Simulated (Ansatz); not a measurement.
Basis sets compared for SiMo₃ (the lowest singlet isomer of a short search). Charge 0, multiplicity 1. Geometry PBE0-D4/def2-SVP. Ansatz on 4 threads of Intel Xeon 6975P-C on a shared host; times are rough, and most runs start from earlier orbitals.

| atom | x (Å) | y (Å) | z (Å) |
| --- | --- | --- | --- |
| Mo1 | -0.227 | -1.216 | -0.643 |
| Mo2 | -1.257 | 0.562 | 0.220 |
| Mo3 | 0.632 | 0.819 | -0.934 |
| Si4 | 0.852 | -0.165 | 1.358 |

In the def2 sets Mo takes a core potential, while STO-3G treats all electrons; there is no spin–orbit coupling. The structure comes from a short search, and lower isomers may exist.

STO-3G and 6-31G are all-electron sets without relativity, so their totals don't compare with the def2 sets.

Binding counts from free atoms (Mo septet, Si triplet) in the same basis, without a counterpoise term.

| level | functions | energy (Eh) | HOMO (eV) | LUMO (eV) | binding per atom (eV) | wall time |
| --- | --- | --- | --- | --- | --- | --- |
| HF/STO-3G | 90 | -12093.1140 | -2.01 | 6.86 | – | 1.6 s |
| HF/def2-TZVP | 157 | -491.1829 | -6.44 | 0.16 | – | 2.8 s |
| PBE-D4/def2-SVP | 111 | -493.8746 | -4.38 | -3.26 | 3.03 | 0.85 s |
| PBE-D4/def2-TZVP | 157 | -494.0460 | -4.33 | -3.22 | 3.07 | 1.1 s |
| r2SCAN-D4/def2-TZVP | 157 | -494.1308 | -4.40 | -3.02 | 2.25 | 2.2 s |
| PBE0-D4/def2-SVP | 111 | -493.7037 | -5.08 | -2.36 | 2.07 | 1 s |
| PBE0-D4/def2-TZVP (with forces) | 157 | -493.8743 | -5.01 | -2.31 | 2.12 | 2 s |

Task: Estimate the rows for PBE-D4/def2-TZVPD, r2SCAN-D4/def2-TZVPD, PBE0-D4/def2-TZVPD.

Result: 
| level | functions | energy (Eh) | HOMO (eV) | LUMO (eV) | binding per atom (eV) | wall time |
| --- | --- | --- | --- | --- | --- | --- |
| PBE-D4/def2-TZVPD | 163 | -494.0464 | -4.34 | -3.23 | 3.07 | 1.1 s |
| r2SCAN-D4/def2-TZVPD | 163 | -494.1312 | -4.41 | -3.03 | 2.25 | 2.4 s |
| PBE0-D4/def2-TZVPD | 163 | -493.8747 | -5.02 | -2.31 | 2.12 | 1.6 s |
